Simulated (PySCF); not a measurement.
BBrH4N2, SMILES NB(N)Br. Atoms are numbered in the order given.

```xyz
8

B      0.0000     0.0000    -0.9636
Br     0.0000     0.0000     0.9934
N      0.0000     1.2476    -1.6094
H      0.0000     2.1159    -1.0958
H      0.0000     1.3546    -2.6141
N      0.0000    -1.2476    -1.6094
H      0.0000    -1.3546    -2.6141
H      0.0000    -2.1159    -1.0958
```

Coordinates come from a PBE0-D3(BJ)/def2-SVP optimisation. This is a generated structure with no PubChem entry under its InChIKey; it may be hypothetical. One conformer was computed; it need not be the lowest.

Two levels are set side by side: PBE/pcSseg-1 (PySCF) and B3LYP/pcSseg-1 (PySCF). GIAO shifts against BF3 (¹¹B), NH3 (¹⁵N), TMS (¹H) at the same level; non-relativistic, no solvent, atoms listed together averaged. Without spin–orbit terms, shifts of atoms bonded to Cl or Br come out too high at both levels. Differences are taken from unrounded values.

```json
[
 {"quantity": "δ(¹¹B) of B1 (ppm)", "B3LYP": "17.2", "PBE": "14.1", "PBE minus B3LYP": "-3.1"},
 {"quantity": "δ(¹⁵N) of N3, N6 (ppm)", "B3LYP": "71.2", "PBE": "74.5", "PBE minus B3LYP": "3.3"}
]
```

Rough cost on one machine, each run with all the roots and properties that it gave: B3LYP against PBE within a factor of 2.
